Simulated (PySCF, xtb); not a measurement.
BBrH2O, SMILES OBBr. Other conformers were not sampled.

Harmonic wavenumbers (cm⁻¹) from GFN2-xTB run with xtb 6.7.1 at its own minimum, in rising order: 319, 613, 617, 814, 936, 1072, 1314, 2666, 3560.

Task: What does B3LYP-D3(BJ)/def2-TZVP (PySCF 2.14.0) give at its own minimum? (An estimate is asked for; the answer gives what the named calculation found.)

Result: 325, 614, 629, 854, 997, 1144, 1348, 2703, 3791. Paired by order, the mean absolute difference is 55 cm⁻¹ and the zero-point energies are 17.0 and 17.7 kcal/mol.
